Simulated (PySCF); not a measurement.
Compound: C7H7N.
SMILES with atom numbers: `[CH2:1]=[CH:2]/[CH:3]=[CH:4]/[C:5](=[CH2:6])[C:7]#[N:8]` (hydrogens: H9, H10 on C1; H11 on C2; H12 on C3; H13 on C4; H14, H15 on C6)

Cartesian coordinates in Å at the GFN2-xTB level; atoms count from 1:
```xyz
15
C7H7N angstrom
C      3.1193    0.2670   -0.3595
C      2.0553   -0.1897    0.2976
C      0.7016    0.1179   -0.0806
C     -0.3726   -0.3423    0.5798
C     -1.7431   -0.0443    0.2161
C     -2.8086   -0.5111    0.8854
C     -1.9565    0.7894   -0.9148
N     -2.1375    1.4612   -1.8252
H      3.0147    0.9013   -1.2242
H      4.1237    0.0251   -0.0587
H      2.1807   -0.8265    1.1642
H      0.5712    0.7556   -0.9460
H     -0.2483   -0.9803    1.4454
H     -3.8142   -0.2701    0.5868
H     -2.6900   -1.1452    1.7477
```

Computed geometry: GFN2-xTB, gas phase.

Take the most abundant isotopes and a rigid rotor. The values belong to one conformer with, in the numbering `[CH2:1]=[CH:2]/[CH:3]=[CH:4]/[C:5](=[CH2:6])[C:7]#[N:8]`, C1–C2–C3–C4 180°, C3–C4–C5–C6 180°.

(1) Give the principal moments of inertia and the rotational constants in MHz.

(2) What kind of rotor is it?

(3) What does the inertial defect say?

(4) Estimate the classical rotational partition function at 25 K, 50 K and 100 K.

Results:

(1) Ia = 122.06, Ib = 457.60, Ic = 579.66 u·Å²; 505379 MHz·u·Å²/I gives A = 4140, B = 1104, C = 871.8 MHz.

(2) An asymmetric top; Ray's κ = -0.858.

(3) Planar: Δ = Ic − Ia − Ib = 0.00 u·Å². For a rigid frame Δ = −2 Σ m c², so it vanishes when all atoms lie in the ab plane; here none is more than 0.01 Å from it.

(4) Point group Cs, symmetry number σ = 1; q = (√π/σ)·√((kT/h)³/(ABC)), k/h = 20836.6 MHz/K: 10600 at 25 K, 29900 at 50 K, 84400 at 100 K.

Stationary, but not proved a minimum. No vibrational averaging or centrifugal distortion is included, and the geometry carries the error of its method.
